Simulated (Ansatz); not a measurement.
Reaction (hydrogenolysis of a B–C bond): `CB(O)S` + H₂ → `OBS` + CH₄

Isolated molecules relaxed with PBE0-D4/def2-TZVP in Ansatz; ΔE leaves out vibrations. CBS: MP2 limit from def2 TZ/QZ plus the TZ coupled-cluster correction, frozen cores. This one scheme is used for every species. DFT in def2-TZVPP. Each species was taken in one conformer, which may not be the lowest.

| level | ΔE (kJ/mol) |
| --- | --- |
| BLYP-D4 | -20.4 |
| PBE0-D4 | -19.1 |
| BLYP | -31.3 |
| PBE0 | -23.5 |
| CAM-B3LYP | -28.2 |
| HF/def2-SVP | -40.3 |
| CCSD/def2-SVP | -27.8 |
| HF/CBS(def2) | -40.4 |

Question: What does CCSD(T)/CBS give? (Estimate.)

Answer: The calculation gave: -19.2 kJ/mol. The listed levels differ from it by -1.2, 0.1, -12.1, -4.3, -9.0, -21.1, -8.6, -21.2 kJ/mol.

Largest T1 diagnostic among the species: 0.013.

The D4 term adds +8.2 kJ/mol with B3LYP and +4.5 kJ/mol with PBE0; it sums over pairs of atoms, weighted by their polarisabilities, and B3LYP, whose exchange is more repulsive, gets the larger term. At CCSD(T), def2-SVP lies −6.2 kJ/mol from the extrapolated value and def2-TZVPP −2.0 kJ/mol.

B3LYP here is the variant with VWN-RPA as its local correlation; programs differ in this.
